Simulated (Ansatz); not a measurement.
This geometry of B2FH3O2 (8 atoms, charge 0, multiplicity 1) is a first-order saddle point.

These are results of RKS B3LYP-D4/def2-SVP in Ansatz, not measurements.

```xyz
8
Properties=species:S:1:pos:R:3
O -0.675 1.103 1.120
B 0.001 0.858 -0.032
B 0.583 -0.732 -0.323
O -0.199 -1.730 -0.833
F 1.878 -1.014 -0.121
H -0.979 2.017 1.201
H 0.150 1.767 -0.829
H -0.666 -2.326 -0.239
```

Q: Which two structures does it join? (They come from a converged band through this point; their orientation in space is the band's.)

A: No bond is made or broken. The dihedral F5–B3–O4–H8 goes from -180 to 0°.

First end point:

```xyz
8
Properties=species:S:1:pos:R:3
O -1.062 0.799 0.641
B 0.167 0.803 0.060
B 0.700 -0.755 -0.464
O -0.079 -1.846 -0.281
F 1.875 -0.966 -1.061
H -1.368 1.667 0.937
H 0.769 1.851 -0.043
H -0.910 -1.611 0.155
```

Last end point:

```xyz
8
Properties=species:S:1:pos:R:3
O -0.630 1.223 1.219
B -0.075 0.885 0.030
B 0.415 -0.739 -0.233
O -0.455 -1.670 -0.686
F 1.691 -1.123 -0.031
H -0.872 2.157 1.277
H 0.061 1.748 -0.819
H -0.043 -2.538 -0.814
```

Q: How far does it lie above each of them?

A: 49.0 kJ/mol above the first and 46.1 kJ/mol above the second. This is the barrier of this one path; another mechanism may lie lower.

Run time: 6.5 min on 1 thread of Arm Neoverse V2 (shared host), peak memory 0.17 GiB.
